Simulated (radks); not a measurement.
Problem. Valence configurations of P3+ (all share [Ne]). All-electron calculation, non-relativistic Kohn-Sham, PBE, spin-polarised, spherical densities, point nucleus; open shells are filled with parallel spins first. Program: a radial shooting solver on a logarithmic mesh with Libxc functionals. Order these by energy: 3s2; 3s1 3p1; 3s0.5 3p1.5; 3p2; 3s1.5 3p0.5.

Solution. From the lowest, in eV above it: 3s2 0.000; 3s1.5 3p0.5 4.612; 3s1 3p1 8.353; 3s0.5 3p1.5 13.494; 3p2 18.635. NIST lists [Ne] 3s2 as the ground configuration; this level of theory agrees among the configurations tried. The energies are those of spherical high-spin densities, not of single terms.
